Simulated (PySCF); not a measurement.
# Magnetisability: [(Cl)2Al]2O

Cartesian coordinates in Å; atom numbers follow the order of the lines, from 1:
```xyz
7

Al   -1.400   -0.859    0.382
Cl   -3.073   -0.366   -0.639
Cl   -1.199   -2.256    1.829
O    -0.008    0.006   -0.017
Al    1.398    0.859   -0.389
Cl    2.555    0.077   -1.851
Cl    1.727    2.539    0.686
```

Computed with GIAO PBE/def2-SVP magnetisability, rotational g tensor and spin-rotation constants, non-relativistic, gas phase (PySCF 2.14.0). Geometry: GFN2-xTB.

Question: What are the magnetisability and the molar susceptibility?

Answer: Isotropic -1967 × 10⁻³⁰ J/T², or -118.4 × 10⁻⁶ cm³/mol; principal values -1996, -1953, -1953 × 10⁻³⁰ J/T², anisotropy 43 × 10⁻³⁰ J/T² (root of half the summed squared differences of the principal values). The susceptibility is in cgs units.

Question: Split it along the inertial axes a, b, c into diamagnetic and paramagnetic parts about the centre of mass, with the quadrupole moment.

Answer: 
```
axis  χ (10⁻⁶ cm³/mol)  diamagnetic (10⁻⁶ cm³/mol)  paramagnetic (10⁻⁶ cm³/mol)  summed x² of all electrons (Å²)  quadrupole Θ (D Å)
   a            -120.2                     -1088.0                        967.8                            542.4               -4.55
   b            -117.6                     -2845.0                       2727.4                            128.2               +2.27
   c            -117.6                     -2845.0                       2727.4                            128.2               +2.27
```
Anisotropies 2χaa − χbb − χcc = -5.2 and 2χbb − χaa − χcc = +2.6 × 10⁻⁶ cm³/mol. Θ is traceless in Buckingham's convention.

Question: And the rotational g tensor?

Answer: 
```
axis  rotational constant (GHz)        g  nuclear part  electronic part
   a                     1.0970  -0.0091        0.4897          -0.4988
   b                     0.3855  -0.0044        0.4895          -0.4940
   c                     0.3849  -0.0044        0.4888          -0.4932
```
Prolate top; isotopes 27Al, 35Cl, 16O; no vibrational averaging.
